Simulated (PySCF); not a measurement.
C₇H₇FO.
Bonds: O1–C2, C2–C3, C3–C4 (aromatic), C4–C5 (aromatic), C5–C6 (aromatic), C6–C7 (aromatic), C7–C8 (aromatic), C8–F9, C3–C8 (aromatic). Hydrogens: H10 on O1; H11, H12 on C2; H13 on C4; H14 on C5; H15 on C6; H16 on C7.

The same species was optimised twice, with GFN2-xTB and with PBE0-D3(BJ)/def2-SVP (PySCF), and the same property calculations (PySCF, gas phase) were run on both structures.

```
     coordinate  GFN2-xTB  PBE0-D3(BJ)/def2-SVP  change
      C8–F9 (Å)     1.354                 1.338  -0.016
      C4–C5 (Å)     1.384                 1.394  +0.010
      C6–C7 (Å)     1.385                 1.394  +0.009
      C5–C6 (Å)     1.384                 1.394  +0.010
      C3–C4 (Å)     1.388                 1.396  +0.008
      C7–C8 (Å)     1.381                 1.387  +0.006
      O1–C2 (Å)     1.405                 1.398  -0.007
      C3–C8 (Å)     1.389                 1.395  +0.006
      C2–C3 (Å)     1.509                 1.509   0.000
   C3–C8–F9 (°)     118.9                 118.3    -0.6
   C7–C8–F9 (°)     118.6                 119.1    +0.5
   C4–C5–C6 (°)     120.3                 120.0    -0.3
   O1–C2–C3 (°)     113.8                 113.4    -0.4
   C3–C4–C5 (°)     120.9                 121.1    +0.2
   C3–C8–C7 (°)     122.5                 122.6    +0.1
   C4–C3–C8 (°)     117.6                 117.5    -0.1
   C2–C3–C8 (°)     120.7                 120.8    +0.1
O1–C2–C3–C4 (°)        21                    19      -2
```

Rotational constants: A = 2473, B = 1488, C = 944.4 MHz (GFN2-xTB) against A = 2472, B = 1484, C = 940.9 MHz (PBE0-D3(BJ)/def2-SVP). Point groups within 0.08 Å: C1 and C1.

On the GFN2-xTB structure: HOMO (eV) -7.23 [PBE0/pcSseg-1]; LUMO (eV) -0.51 [PBE0/pcSseg-1]; dipole (D) 1.73 [PBE0/pcSseg-1]; GIAO shielding of O1 (ppm) 308.0 [PBE0/pcSseg-1]; GIAO shielding of C2 (ppm) 123.6 [PBE0/pcSseg-1]; GIAO shielding of C3 (ppm) 50.5 [PBE0/pcSseg-1]; GIAO shielding of C4 (ppm) 55.1 [PBE0/pcSseg-1]; GIAO shielding of C5 (ppm) 57.3 [PBE0/pcSseg-1]; GIAO shielding of C6 (ppm) 53.0 [PBE0/pcSseg-1]; GIAO shielding of C7 (ppm) 66.0 [PBE0/pcSseg-1]; GIAO shielding of C8 (ppm) 17.9 [PBE0/pcSseg-1].

What do these properties become on the PBE0-D3(BJ)/def2-SVP structure?

| property | level | on GFN2-xTB | on PBE0-D3(BJ)/def2-SVP | change |
| --- | --- | --- | --- | --- |
| HOMO (eV) | PBE0/pcSseg-1 | -7.23 | -7.17 | +0.06 |
| LUMO (eV) | PBE0/pcSseg-1 | -0.51 | -0.52 | -0.01 |
| dipole (D) | PBE0/pcSseg-1 | 1.73 | 1.62 | -0.11 |
| energy, GFN2-xTB geometry as zero (kcal/mol) | PBE0/pcSseg-1 | 0.0 | -0.1 | -0.1 |
| GIAO shielding of O1 (ppm) | PBE0/pcSseg-1 | 308.0 | 310.0 | +2.0 |
| GIAO shielding of C2 (ppm) | PBE0/pcSseg-1 | 123.6 | 123.6 | 0.0 |
| GIAO shielding of C3 (ppm) | PBE0/pcSseg-1 | 50.5 | 48.9 | -1.6 |
| GIAO shielding of C4 (ppm) | PBE0/pcSseg-1 | 55.1 | 52.8 | -2.3 |
| GIAO shielding of C5 (ppm) | PBE0/pcSseg-1 | 57.3 | 55.3 | -2.0 |
| GIAO shielding of C6 (ppm) | PBE0/pcSseg-1 | 53.0 | 50.7 | -2.3 |
| GIAO shielding of C7 (ppm) | PBE0/pcSseg-1 | 66.0 | 64.6 | -1.4 |
| GIAO shielding of C8 (ppm) | PBE0/pcSseg-1 | 17.9 | 18.2 | +0.3 |

The heavy atoms differ by 0.016 Å rms after alignment. Among bonds between heavy atoms C8–F9 changes most (-0.016 Å). Changes are differences of the printed values. Neither structure is proved a minimum here.

The values belong to the conformer `[OH:1][CH2:2][c:3]1[cH:4][cH:5][cH:6][cH:7][c:8]1[F:9]`: O1–C2–C3–C4 19°, H–O1–C2–C3 64°.
